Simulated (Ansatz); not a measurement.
Computed with Ansatz on PBE0-D4/def2-TZVP structures; ΔE is electronic, products minus reactants. CBS: MP2 limit from def2 TZ/QZ plus the TZ coupled-cluster correction, frozen cores. DFT in def2-TZVPP. Elements past krypton have def2 core potentials. For Ge, I outer-core shells are correlated without core-valence functions, which leaves a few kJ/mol of doubt a bond. Scalar relativity is left out up to krypton.

`[SiH3][SiH2][GeH3]` + HI → `[SiH3][SiH2]I` + GeH₄  (cleavage of the Si–Ge bond)

```
          level  ΔE (kcal/mol)
     r2SCAN0-D4          -15.4
        ωB97X-V          -15.2
        ωB97M-V          -15.5
       PBE-QIDH          -15.7
           BLYP          -13.9
           PBE0          -14.4
  CCSD/def2-SVP          -13.9
CCSD/def2-TZVPP          -14.2
```

(1) What does CCSD(T)/CBS give? (Estimate.)

Largest T1 diagnostic among the species: 0.013.

Answers

(1) The calculation gave: -15.8 kcal/mol. The listed levels differ from it by 0.4, 0.6, 0.3, 0.1, 1.9, 1.4, 1.9, 1.6 kcal/mol.

From BLYP to BHLYP (50 % exact exchange), in def2-TZVPP and without D4, ΔE moves by −2.2 kcal/mol. At CCSD(T), def2-SVP lies +2.2 kcal/mol from the extrapolated value and def2-TZVPP +1.8 kcal/mol.
